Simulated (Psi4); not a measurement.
C2H6Si (SMILES C[Si]C), singlet, at a GFN2-xTB geometry; R2SCAN/6-31G* in Psi4 1.11.

Here is a job for Psi4.
```
memory 2 GB

molecule {
0 1
  Si   -0.25781853    0.11561357    0.69927516
  C     0.74714689    1.26727629   -0.47256628
  H     0.92573921    2.24312512   -0.02482989
  H     0.22513318    1.43369211   -1.41547096
  H     1.72091760    0.83786826   -0.71036843
  C    -0.40578857   -1.42035160   -0.45329187
  H     0.57448304   -1.79226401   -0.75330936
  H    -0.95623279   -1.18077588   -1.36366825
  H    -0.92873070   -2.24178365    0.03294363
}

set basis 6-31g*

energy('r2scan')
print_variables()
```

The log (banner, timings and long lists left out):

```
   => Loading Basis Set <=

    Name: 6-31G*
    Role: ORBITAL
    Keyword: BASIS

         ---------------------------------------------------------
                                   SCF
               by Justin Turney, Rob Parrish, Andy Simmonett
                          and Daniel G. A. Smith
                              RKS Reference
         ---------------------------------------------------------

  ==> Geometry <==

    Molecular point group: c1
    Full point group: C1

    Geometry (in Angstrom), charge = 0, multiplicity = 1:

       Center              X                  Y                   Z               Mass
    ------------   -----------------  -----------------  -----------------  -----------------
         SI          -0.231223557678     0.103687583311     0.627142233602    27.976926534650
         C            0.773741862322     1.255350303311    -0.544699206398    12.000000000000
         H            0.952334182322     2.231199133311    -0.096962816398     1.007825032230
         H            0.251728152322     1.421766123311    -1.487603886398     1.007825032230
         H            1.747512572322     0.825942273311    -0.782501356398     1.007825032230
         C           -0.379193597678    -1.432277586689    -0.525424796398    12.000000000000
         H            0.601078012322    -1.804189996689    -0.825442286398     1.007825032230
         H           -0.929637817678    -1.192701866689    -1.435801176398     1.007825032230
         H           -0.902135727678    -2.253709636689    -0.039189296398     1.007825032230

  Running in c1 symmetry.

  Rotational constants: A =      0.56308  B =      0.22599  C =      0.17148 [cm^-1]
  Rotational constants: A =  16880.80362  B =   6774.96600  C =   5140.87578 [MHz]
  Nuclear repulsion =   96.507459783035074

  Charge       = 0
  Multiplicity = 1
  Electrons    = 32
  Nalpha       = 16
  Nbeta        = 16

  ==> Algorithm <==

  SCF Algorithm Type is DF.
  DIIS enabled.
  MOM disabled.
  Fractional occupation disabled.
  Guess Type is SAD.
  Energy threshold   = 1.00e-06
  Density threshold  = 1.00e-06
  Integral threshold = 1.00e-12

  ==> Primary Basis <==

  Basis Set: 6-31G*
    Blend: 6-31G*
    Number of shells: 32
    Number of basis functions: 61
    Number of Cartesian functions: 61
    Spherical Harmonics?: false
    Max angular momentum: 2

  ==> DFT Potential <==

   => LibXC <=

    Version 7.1.2
    S. Lehtola, C. Steigemann, M. J. T. Oliveira, and M. A. L. Marques,  SoftwareX 7, 1–5 (2018) (10.1016/j.softx.2017.11.002)

   => Composite Functional: R2SCAN <=

    r2SCAN Meta-GGA XC Functional  (0.1021/acs.jpclett.0c02405)
    J. W. Furness, A. D. Kaplan, J. Ning, J. P. Perdew, J. Sun  J. Phys. Chem. Lett.  11, 8208–8215, 2020

    Deriv               =              1
    GGA                 =           TRUE
    Meta                =           TRUE

    Exchange Hybrid     =          FALSE
    MP2 Hybrid          =          FALSE

   => Exchange Functionals <=

    1.0000   XC_MGGA_X_R2SCAN

   => Correlation Functionals <=

    1.0000   XC_MGGA_C_R2SCAN

   => LibXC Density Thresholds  <==

    XC_MGGA_C_R2SCAN:  1.00E-15
    XC_MGGA_X_R2SCAN:  1.00E-11

   => Molecular Quadrature <=

    Radial Scheme          =       TREUTLER
    Pruning Scheme         =           NONE
    Nuclear Scheme         =       TREUTLER

    Blocking Scheme        =         OCTREE
    BS radius alpha        =              1
    Pruning alpha          =              1
    Radial Points          =             75
    Spherical Points       =            302
    Total Points           =         194536
    Total Blocks           =           1518
    Max Points             =            256
    Max Functions          =             61
    Weights Tolerance      =       1.00E-15

   => Loading Basis Set <=

    Name: (6-31G* AUX)
    Role: JKFIT
    Keyword: DF_BASIS_SCF

  ==> Integral Setup <==

  SCF_SUBTYPE=INCORE selected. In-core MEM_DF algorithm will be used.
  Using in-core AOs.

  ==> MemDFJK: Density-Fitted J/K Matrices <==

    J tasked:                   Yes
    K tasked:                    No
    wK tasked:                   No
    Algorithm:                 Core
    Schwarz Cutoff:           1E-12
    Mask sparsity (%):       0.2687
    Fitting Condition:        1E-10

   => Auxiliary Basis Set <=

  Basis Set: (6-31G* AUX)
    Blend: CC-PVDZ-JKFIT
    Number of shells: 138
    Number of basis functions: 442
    Number of Cartesian functions: 442
    Spherical Harmonics?: false
    Max angular momentum: 3

  Minimum eigenvalue in the overlap matrix is 9.1776886689E-03.
  Reciprocal condition number of the overlap matrix is 1.4575674803E-03.
    Using symmetric orthogonalization.

  ==> Pre-Iterations <==

  SCF Guess: Superposition of Atomic Densities via on-the-fly atomic UHF (no occupation information).

   -------------------------
    Irrep   Nso     Nmo
   -------------------------
     A         61      61
   -------------------------
    Total      61      61
   -------------------------

  ==> Iterations <==

                           Total Energy        Delta E     RMS |[F,P]|

   @DF-RKS iter SAD:  -368.49986156569145   -3.68500e+02   0.00000e+00
   @DF-RKS iter   1:  -368.74201161985144   -2.42150e-01   1.46940e-02 ADIIS/DIIS
   @DF-RKS iter   2:  -368.36658317389811    3.75428e-01   1.83765e-02 ADIIS/DIIS
   @DF-RKS iter   3:  -369.15173917893077   -7.85156e-01   1.25226e-03 ADIIS/DIIS
   @DF-RKS iter   4:  -369.15608139715442   -4.34222e-03   4.37906e-04 ADIIS/DIIS
   @DF-RKS iter   5:  -369.15664688673428   -5.65490e-04   8.56667e-05 DIIS
   @DF-RKS iter   6:  -369.15666422964068   -1.73429e-05   2.06531e-05 DIIS
   @DF-RKS iter   7:  -369.15666512880057   -8.99160e-07   2.79962e-06 DIIS
   @DF-RKS iter   8:  -369.15666514852654   -1.97260e-08   3.79597e-07 DIIS
  Energy and wave function converged.

  ==> Post-Iterations <==

   Electrons on quadrature grid:
      Ntotal   =   32.0000382635 ; deviation = 3.826e-05

    Orbital Energies [Eh]
    ---------------------

    Doubly Occupied:

       1A    -65.841103     2A    -10.022949     3A    -10.022942
       4A     -5.204037     5A     -3.553060     6A     -3.543679
       7A     -3.540454     8A     -0.671948     9A     -0.645516
      10A     -0.412902    11A     -0.381629    12A     -0.376025
      13A     -0.362084    14A     -0.356685    15A     -0.268793
      16A     -0.181549

    Virtual:

      17A     -0.103031    18A      0.043574    19A      0.076957
      20A      0.130192    21A      0.143434    22A      0.147061
      23A      0.164740    24A      0.178058    25A      0.185122
      26A      0.264292    27A      0.295702    28A      0.337971
      29A      0.343594    30A      0.442937    31A      0.484795
      32A      0.503312    33A      0.587587    34A      0.633054
      35A      0.734872    36A      0.759545    37A      0.766890
      38A      0.773337    39A      0.774396    40A      0.889035
      41A      0.892217    42A      0.908595    43A      0.934934
      44A      0.937200    45A      0.984105    46A      1.027237
      47A      1.176539    48A      1.295011    49A      1.674983
      50A      1.695763    51A      1.734001    52A      1.761992
      53A      2.100891    54A      2.216947    55A      2.263592
      56A      2.291256    57A      2.291997    58A      2.300744
      59A      3.089720    60A      4.259228    61A      4.324316

    Final Occupation by Irrep:
              A
    DOCC [    16 ]
    NA   [    16 ]
    NB   [    16 ]

  @DF-RKS Final Energy:  -369.15666514852654

   => Energetics <=

    Nuclear Repulsion Energy =             96.5074597830350740
    One-Electron Energy =                -698.7655268141409124
    Two-Electron Energy =                 266.9696653776602489
    DFT Exchange-Correlation Energy =     -33.8682634950809316
    Empirical Dispersion Energy =           0.0000000000000000
    VV10 Nonlocal Energy =                  0.0000000000000000
    Total Energy =                       -369.1566651485265425

Computation Completed

Properties will be evaluated at   0.000000,   0.000000,   0.000000 [a0]

Properties computed using the SCF density matrix

 Multipole Moments:

 ------------------------------------------------------------------------------------
     Multipole            Electronic (a.u.)      Nuclear  (a.u.)        Total (a.u.)
 ------------------------------------------------------------------------------------

 L = 1.  Multiply by 2.5417464519 to convert [e a0] to [Debye]
 Dipole X            :         -1.3830841            1.6082309            0.2251468
 Dipole Y            :          0.6202165           -0.7211790           -0.1009626
 Dipole Z            :          3.7513068           -4.3619671           -0.6106603
 Magnitude           :                                                    0.6586278

 ------------------------------------------------------------------------------------

  Variable Map:
  ----------------------------------------------------------------------------
  "CURRENT ENERGY"              =>    -369.156665148527
  "CURRENT REFERENCE ENERGY"    =>    -369.156665148527
  "DD SOLVATION ENERGY"         =>       0.000000000000
  "DFT FUNCTIONAL TOTAL ENERGY" =>    -369.156665148527
  "DFT TOTAL ENERGY"            =>    -369.156665148527
  "DFT VV10 ENERGY"             =>       0.000000000000
  "DFT XC ENERGY"               =>     -33.868263495081
  "GRID ELECTRONS ALPHA"        =>      16.000019131740
  "GRID ELECTRONS BETA"         =>      16.000019131740
  "GRID ELECTRONS TOTAL"        =>      32.000038263481
  "NUCLEAR REPULSION ENERGY"    =>      96.507459783035
  "ONE-ELECTRON ENERGY"         =>    -698.765526814141
  "PCM POLARIZATION ENERGY"     =>       0.000000000000
  "PE ENERGY"                   =>       0.000000000000
  "SCF ITERATION ENERGY"        =>    -369.156665148527
  "SCF ITERATIONS"              =>       8.000000000000
  "SCF TOTAL ENERGY"            =>    -369.156665148527
  "TWO-ELECTRON ENERGY"         =>     266.969665377660
  "XC GRID RADIAL POINTS"       =>      75.000000000000
  "XC GRID SPHERICAL POINTS"    =>     302.000000000000
  "XC GRID TOTAL POINTS"        =>  194536.000000000000

  Array Variable Map:
  ----------------------------------------------------------------------------
  "CURRENT DIPOLE"              =>       0.225146774183 ... -0.610660312822 1 by 3
  "SCF DIPOLE"                  =>       0.225146774183 ... -0.610660312822 1 by 3
  "SCF TOTAL ENERGIES"          =>    -368.499861565691 ... -369.156665148527 1 by 9
```
